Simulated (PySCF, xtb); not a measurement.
3-silyloxypropanenitrile (C3H7NOSi), SMILES N#CCCO[SiH3].

GFN2-xTB (xtb) at its own geometry gives an orbital gap of 5.60 eV and a dipole moment of 2.81 D.

Coordinates come from a B3LYP-D3(BJ)/def2-SVP optimisation. Other conformers were not sampled.

Task: What does PBE/def2-TZVP run with PySCF give? (The exact figures need the calculation; the answer reports its results.)

Result: gap 6.11 eV (levels -7.13 and -1.03 eV), dipole 3.47 D.
